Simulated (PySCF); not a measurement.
A calculated (UHF, PySCF 2.14, ANO-RCC-VTZP, scalar relativity by spin-free X2C-1e) atom or ion has these occupied shells.

```
shell  electrons  orbital energy (eV)  rms radius, mean of both spins (bohr)
 1s α          1             -43786.5                                 0.0269
 1s β          1             -43786.4                                 0.0269
 2s α          1              -7205.8                                  0.109
 2s β          1              -7205.7                                  0.109
 2p α          3              -6444.5                                 0.0978
 2p β          3              -6444.4                                 0.0978
 3s α          1              -1621.2                                  0.283
 3s β          1              -1619.3                                  0.283
 3p α          3              -1375.0                                  0.284
 3p β          3              -1372.9                                  0.284
 3d α          5              -1029.1                                  0.262
 3d β          5              -1026.9                                  0.262
 4s α          1              -355.48                                  0.645
 4s β          1              -349.86                                  0.645
 4p α          3              -272.28                                  0.685
 4p β          3              -265.97                                  0.685
 4d α          5              -150.52                                  0.764
 4d β          5              -142.14                                  0.764
 5s α          1              -64.140                                   1.59
 5s β          1              -61.550                                   1.59
 5p α          3              -41.255                                   1.84
 5p β          3              -39.216                                   1.84
 4f α          4              -24.506                                   1.16
```

Q: Name the element and its charge.

A: Nd(2+) (neodymium, charge +2), in [Xe] 4f4, one real determinant.
